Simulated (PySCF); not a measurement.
Excitations are Tamm–Dancoff values on a coarser integration grid. The basis has no diffuse functions, so Rydberg states are missing or too high.

Z-matrix (Å, degrees):
```
B
H 1 1.1921
H 1 1.1921 2 122.40
C 1 1.5385 2 118.48 3 170.86
O 4 1.2212 1 97.28 2 -85.65
H 4 1.1037 5 121.90 1 179.96
```
Charge 0, spin multiplicity 1.

### Question
What is the computed S1 excitation (TDA), dipole moment, HOMO–LUMO gap, S1 oscillator strength, brightest of the four lowest singlets (TDA), S1–T1 gap (TDA), HOMO and total energy (TPSSh-D3(BJ)/def2-TZVP // PBE0-D3(BJ)/def2-TZVP in PySCF)?

### Answer

```json
{
 "S1 excitation (TDA)": "4.14 eV",
 "dipole_moment": "2.03 D",
 "HOMO–LUMO gap": "5.01 eV",
 "S1 oscillator strength": "0.001",
 "brightest of the four lowest singlets (TDA)": "7.25 eV",
 "S1–T1 gap (TDA)": "0.73 eV",
 "HOMO": "-7.02 eV",
 "total_energy": "-139.9954 Ha"
}
```
